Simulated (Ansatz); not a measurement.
Calculated with Ansatz (gas phase, PBE0-D4/def2-TZVP geometries, no zero-point term in ΔE). CBS: MP2 limit from def2 TZ/QZ plus the TZ coupled-cluster correction, frozen cores. This one scheme is used for every species. Functionals use def2-TZVPP. B3LYP here is the variant with VWN-RPA as its local correlation; programs differ in this. def2 core potentials past Kr. For Sn outer-core shells are correlated without core-valence functions, which leaves a few kJ/mol of doubt a bond. Each species was taken in one conformer, which may not be the lowest.

`[CH3][SnH2][SiH2]F` + HCl → `[CH3][SnH2][Cl]` + `F[SiH3]`  (cleavage of the Sn–Si bond)

| species | B3LYP energy (Eh) |
| --- | --- |
| `[CH3][SnH2][SiH2]F` | -646.17288 |
| HCl | -460.83627 |
| `[CH3][SnH2][Cl]` | -715.77170 |
| `F[SiH3]` | -391.27046 |

(1) Work out ΔE.

Largest T1 diagnostic among the species: 0.012.

## Answers

(1) ΔE = (-715.77170) + (-391.27046) − (-646.17288) − (-460.83627) = -0.03301 Eh = -20.7 kcal/mol. CCSD(T)/CBS gives -20.0 kcal/mol.

In def2-TZVPP, CCSD(T) changes the Hartree–Fock value by +7.1 kcal/mol (the triples alone add +0.5 kcal/mol) and MP2 by +5.8 kcal/mol. From PBE to PBE0 (25 % exact exchange), in def2-TZVPP and without D4, ΔE moves by −1.3 kcal/mol.
